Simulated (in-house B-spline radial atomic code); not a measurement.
Computed with a B-spline radial atomic code. Model: two electrons, singlet ground state, non-relativistic, full CI in B-splines with partial waves to l = 8 (at full coupling up to 3e-4 hartree above the limit, correlation up to 0.6 % small), density held at that of full coupling by Lieb maximisation.

Along the adiabatic connection the electron repulsion is scaled by a coupling λ while a local potential keeps the density fixed. At λ = 0 the system is the Kohn-Sham one and W equals the exchange energy; the exchange-correlation energy is the area under W between 0 and 1. The kinetic energy rises with λ as the electrons avoid each other, with dT/dλ = −λ dW/dλ.

Command:
```bash
python run_ac.py task.json out
```
Settings (lengths in bohr, energies in hartree):
```
potential              harmonic
strength               0.114
lmax                   8
```

Time taken, with all properties: 12 s on 1 thread of Intel(R) Xeon(R) Processor @ 2.30GHz (shared host).

**W = mean repulsion less Hartree energy, and W of three functionals.**

Given: confinement harmonic well; well frequency 0.114 hartree; external potential omega^2 r^2/2.

Computed: PBE exchange minus exact 9.5173 millihartree; SCAN exchange minus exact -0.06031 millihartree.

```
coupling  W xc (hartree)  W xc minus exchange (millihartree)  kinetic minus Kohn-Sham (millihartree)  LDA (PW92) W minus its exchange (millihartree)  PBE W minus its exchange (millihartree)  SCAN W minus its exchange (millihartree)
       0        -0.22726                                   0                                       0                                               0                                        0                                         0
    0.02         -0.2293                               -2.04                                    0.02                                           -8.53                                    -3.38                                     -1.86
    0.05               ?                                   ?                                       ?                                               ?                                        ?                                         ?
    0.12        -0.23831                             -11.051                                    0.64                                          -28.79                                   -15.76                                     -9.89
    0.25        -0.24761                             -20.352                                    2.33                                          -44.05                                   -27.07                                    -18.31
     0.4        -0.25587                             -28.608                                    4.99                                          -56.15                                   -36.78                                    -26.09
     0.6        -0.26407                             -36.807                                    9.04                                          -67.73                                   -46.53                                    -34.26
     0.8        -0.27015                             -42.885                                   13.27                                          -76.34                                   -54.01                                    -40.66
       1        -0.27483                             -47.565                                   17.46                                           -83.1                                      -60                                    -45.82
     1.4        -0.28159                             -54.323                                   25.48                                          -93.24                                   -69.13                                    -53.58
       2        -0.28813                             -60.868                                   36.45                                         -103.65                                   -78.65                                    -61.33
       3        -0.29466                             -67.401                                   52.49                                         -114.78                                   -88.96                                    -68.98
     4.5        -0.30026                             -72.994                                   73.06                                         -124.96                                   -98.49                                    -75.04
       7               ?                                   ?                                       ?                                               ?                                        ?                                         ?
      10        -0.30889                              -81.63                                  131.23                                         -141.92                                  -114.54                                    -82.55
```

(1) What belongs in the row 0.05?

(2) What belongs in the row 7?

(3) What is the LDA exchange minus exact?

**Energy parts, natural occupations and partial-wave weights.**

Computed: total energy 0.5579 hartree; exchange energy -0.22726 hartree; correlation energy -0.030104 hartree; initial slope twice GL2 -0.10409 hartree; kinetic part over minus potential part 0.36711; Hartree energy 0.45453 hartree; Kohn-Sham kinetic 0.12674 hartree.

| natural | occupation of the shell (electrons) |
| --- | --- |
| s | 1.8367 |
| p | 0.15429 |
| s | ? |
| d | 0.0010162 |
| p | 0.00029649 |
| f | 0.00011329 |

(4) What belongs in the row s?

```csv
wave,weight
s,0.92209
p,0.077298
d,?
f,6.2244e-05
g,1.3462e-05
```

(5) What belongs in the row d?

(6) What is the kinetic part of the DFT correlation energy?

(7) What is the Lieb Oxford ratio E_xc over LDA exchange?

Answers

(1) W xc (hartree): -0.23221; W xc minus exchange (millihartree): -4.943; kinetic minus Kohn-Sham (millihartree): 0.12; LDA (PW92) W minus its exchange (millihartree): -16.32; PBE W minus its exchange (millihartree): -7.66; SCAN W minus its exchange (millihartree): -4.45.

(2) W xc (hartree): -0.30539; W xc minus exchange (millihartree): -78.129; kinetic minus Kohn-Sham (millihartree): 101.92; LDA (PW92) W minus its exchange (millihartree): -134.86; PBE W minus its exchange (millihartree): -107.84; SCAN W minus its exchange (millihartree): -79.84.

(3) 32.233 millihartree.

(4) occupation of the shell (electrons): 0.0074232.

(5) weight: 0.00052916.

(6) 0.017462 hartree.

(7) 1.3196.

Half-way to full coupling W has made 69 % of its drop, against 50 % for a straight line, and second-order (GL2) theory, half the initial slope, overshoots the correlation energy by about 73 %: correlation is strong. Over couplings 0 to 1 the errors in E_xc come to about +5.2 millihartree for LDA, +1.1 millihartree for PBE, +1.9 millihartree for SCAN, so PBE is nearest. In LDA and PBE and SCAN the errors of exchange and correlation have opposite signs, so the sum is smaller than the larger of the two.
